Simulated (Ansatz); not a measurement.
Relaxation of FGeH₅O₃ (10 atoms, charge 0, multiplicity 1), to a largest force component of 0.03 eV/Å in at most 50 steps.

The calculation used RKS PBE/def2-SVP (Ansatz).

```xyz
10
Properties=species:S:1:pos:R:3
Ge 0.369 0.250 -0.234
F -0.792 0.180 2.407
O 1.397 -0.009 -1.671
H 1.565 -0.966 -1.768
O -0.943 1.372 -0.678
H -1.354 1.100 -1.520
O -0.143 -1.402 0.210
H -0.583 -1.338 1.083
H 1.127 1.003 0.894
H -0.038 0.722 2.316
```

Where does it end, and by what steps?

The forces met the threshold. The force dipped under the threshold on the way, but the program's further checks kept it going. After 7 steps the energy has fallen by 0.026 eV; F2 moved furthest, 0.25 Å.

| step | energy less start (eV) | largest force component (eV/Å) | accepted |
| --- | --- | --- | --- |
| 0 | 0.0000 | 0.409 | yes |
| 1 | -0.0160 | 0.414 | yes |
| 2 | -0.0052 | 0.945 | no |
| 3 | -0.0235 | 0.190 | yes |
| 4 | -0.0248 | 0.164 | yes |
| 5 | -0.0253 | 0.020 | yes |
| 6 | -0.0254 | 0.042 | yes |
| 7 | -0.0256 | 0.021 | yes |

```xyz
10
Properties=species:S:1:pos:R:3
Ge 0.378 0.288 -0.310
F -0.782 0.033 2.608
O 1.413 -0.052 -1.722
H 1.587 -1.013 -1.756
O -0.921 1.410 -0.794
H -1.357 1.093 -1.609
O -0.176 -1.327 0.215
H -0.575 -1.224 1.106
H 1.107 1.072 0.820
H -0.068 0.631 2.481
```

Whether the end is a true minimum wasn't checked by a vibrational analysis.

Time of the run: 9 s on 2 threads of Intel(R) Xeon(R) 6975P-C (Granite Rapids), on a shared host, peak memory 0.16 GiB.
